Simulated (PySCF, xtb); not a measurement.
C2H7NOSi2, SMILES [SiH3]C1=NC[SiH2]O1. Other conformers were not sampled.

Harmonic wavenumbers (cm⁻¹) from GFN2-xTB in xtb at its own minimum, in rising order: 72, 116, 147, 192, 399, 438, 476, 513, 540, 574, 606, 630, 716, 753, 758, 768, 776, 787, 806, 893, 1014, 1096, 1106, 1214, 1446, 1692, 2252, 2258, 2311, 2325, 2340, 2946, 2971.

Problem. What does PBE-D3(BJ)/def2-SVP in PySCF 2.14.0 give at its own minimum? (The exact figures need the calculation; the answer reports its results.)

Solution. 72, 107, 170, 185, 388, 430, 484, 507, 605, 648, 659, 687, 728, 750, 792, 863, 883, 905, 909, 941, 964, 1114, 1128, 1177, 1355, 1624, 2173, 2179, 2181, 2188, 2207, 2985, 3029. Paired by order, the mean absolute difference is 54 cm⁻¹ and the zero-point energies are 51.4 and 51.5 kcal/mol.
